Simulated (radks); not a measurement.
Values are calculated unless marked as measured or tabulated.
All-electron atom: Ga2+ in [Ar] 3d10 4s1. Code: a radial shooting solver on a logarithmic mesh with Libxc functionals. Model: Dirac Kohn-Sham, exchange-only PBE, spin-unpolarised, spherical densities, point nucleus. Some entries of the table are withheld. Estimate them.

| orbital | occ. | eigenvalue (Ry) | <1/r> (bohr^-1) | <r> (bohr) |
|---|---|---|---|---|
| 1s1/2 | 2 | -753.1843 | 31.30 | 0.04860 |
| 2s1/2 | 2 | (1) | 6.884 | 0.2176 |
| 2p1/2 | 2 | -83.51543 | 6.844 | 0.1883 |
| 2p3/2 | 4 | -81.48183 | 6.669 | 0.1918 |
| 3s1/2 | 2 | -12.27612 | 2.192 | (2) |
| 3p1/2 | 2 | -8.84020 | 2.062 | 0.6719 |
| 3p3/2 | 4 | -8.57350 | 2.019 | 0.6827 |
| 3d3/2 | 4 | -2.82225 | (3) | 0.7974 |
| 3d5/2 | 6 | -2.78804 | (4) | 0.8032 |
| 4s1/2 | 1 | (5) | 0.6223 | 2.098 |

Answer. 
(1) 2s1/2 eigenvalue (Ry): -94.15045
(2) 3s1/2 <r> (bohr): 0.6519
(3) 3d3/2 <1/r> (bohr^-1): 1.665
(4) 3d5/2 <1/r> (bohr^-1): 1.653
(5) 4s1/2 eigenvalue (Ry): -1.86829
